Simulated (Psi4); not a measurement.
H$_{6}$Si$_{2}$, charge +1, doublet, at a GFN2-xTB geometry (a state made from the parent by changing its charge; the spin is typed, not shown lowest); CCSD(T)/STO-3G (Psi4 1.11).

The Psi4 input:
```
memory 2 GB

molecule {
1 2
Si    0.01894810   -0.00753804    1.34261774
Si   -0.01894810    0.00753804   -1.34261774
H     0.04238232    1.42341562    1.61366679
H    -1.22761254   -0.70825227    1.61962187
H     1.25322158   -0.74221207    1.58441968
H    -0.01132274   -1.42350399   -1.61410563
H    -1.26883003    0.71535561   -1.58435019
H     1.21216140    0.73519710   -1.61925253
}

set {
  basis sto-3g
  reference uhf
}

energy('ccsd(t)')
print_variables()
```

It wrote (shortened):

```
   => Loading Basis Set <=

    Name: STO-3G
    Role: ORBITAL
    Keyword: BASIS

         ---------------------------------------------------------
                                   SCF
               by Justin Turney, Rob Parrish, Andy Simmonett
                          and Daniel G. A. Smith
                              UHF Reference
         ---------------------------------------------------------

  ==> Geometry <==

    Molecular point group: c1
    Full point group: C1

    Geometry (in Angstrom), charge = 1, multiplicity = 2:

       Center              X                  Y                   Z               Mass
    ------------   -----------------  -----------------  -----------------  -----------------
         SI           0.018948100163    -0.007538040000     1.342617740163    27.976926534650
         SI          -0.018948099837     0.007538040000    -1.342617739837    27.976926534650
         H            0.042382320163     1.423415620000     1.613666790163     1.007825032230
         H           -1.227612539837    -0.708252270000     1.619621870163     1.007825032230
         H            1.253221580163    -0.742212070000     1.584419680163     1.007825032230
         H           -0.011322739837    -1.423503990000    -1.614105629837     1.007825032230
         H           -1.268830029837     0.715355610000    -1.584350189837     1.007825032230
         H            1.212161400163     0.735197100000    -1.619252529837     1.007825032230

  Running in c1 symmetry.

  Rotational constants: A =      1.35837  B =      0.13740  C =      0.13740 [cm^-1]
  Rotational constants: A =  40722.81774  B =   4119.14508  C =   4119.14508 [MHz]
  Nuclear repulsion =   85.248013217531934

  Charge       = 1
  Multiplicity = 2
  Electrons    = 33
  Nalpha       = 17
  Nbeta        = 16

  ==> Algorithm <==

  SCF Algorithm Type is PK.
  DIIS enabled.
  MOM disabled.
  Fractional occupation disabled.
  Guess Type is SAD.
  Energy threshold   = 1.00e-08
  Density threshold  = 1.00e-08
  Integral threshold = 1.00e-12

  ==> Primary Basis <==

  Basis Set: STO-3G
    Blend: STO-3G
    Number of shells: 16
    Number of basis functions: 24
    Number of Cartesian functions: 24
    Spherical Harmonics?: true
    Max angular momentum: 1

  ==> Integral Setup <==

  Using in-core PK algorithm.
   Calculation information:
      Number of atoms:                   8
      Number of AO shells:              16
      Number of primitives:             48
[...]
  @UHF Final Energy:  -574.42971213804879
    Total Energy =                       -574.4297121380488989
[...]
     15  13   5   4        -0.0323492148
     14  12   6   5        -0.0323492145
     15  13   3   6        -0.0316877777
     14  12   4   7        -0.0316877774

    SCF energy       (wfn)                    = -574.429712138048785
    Reference energy (file100)                = -574.429712138048671

    Opposite-spin MP2 correlation energy      =   -0.078430425520941
    Same-spin MP2 correlation energy          =   -0.004522691303653
    Singles MP2 correlation energy            =   -0.000000000000000
    MP2 correlation energy                    =   -0.082953116824595
      * MP2 total energy                      = -574.512665254873241

    Opposite-spin CCSD correlation energy     =   -0.116081022680988
    Same-spin CCSD correlation energy         =   -0.004533549118352
    Singles CCSD correlation energy           =    0.000000000000000
    CCSD correlation energy                   =   -0.120614571799341
      * CCSD total energy                     = -574.550326709848036

            **************************
            *                        *
            *        CCTRIPLES       *
            *                        *
            **************************

    Wave function   =    CCSD_T
    Reference wfn   =      UHF

    Nuclear Rep. energy (wfn)                =   85.248013217531934
    SCF energy          (wfn)                = -574.429712138048785
    Reference energy    (file100)            = -574.429712138048671
    CCSD energy         (file100)            =   -0.120614571799341
    Total CCSD energy   (file100)            = -574.550326709848036

    Number of ijk index combinations:
    Spin Case AAA:                                 680
    Spin Case BBB:                                 560
    Spin Case AAB:                                2176
    Spin Case ABB:                                2040
    AAA (T) energy                             =   -0.000006543516026
    BBB (T) energy                             =   -0.000006809696463
    AAB (T) energy                             =   -0.000593335990755
    ABB (T) energy                             =   -0.000548892459353
    (T) energy                                   =   -0.001155581662599
      * CCSD(T) total energy                     = -574.551482291510638

  Variable Map:
  ----------------------------------------------------------------------------
[...]
  Array Variable Map:
  ----------------------------------------------------------------------------
[...]
[...]
```
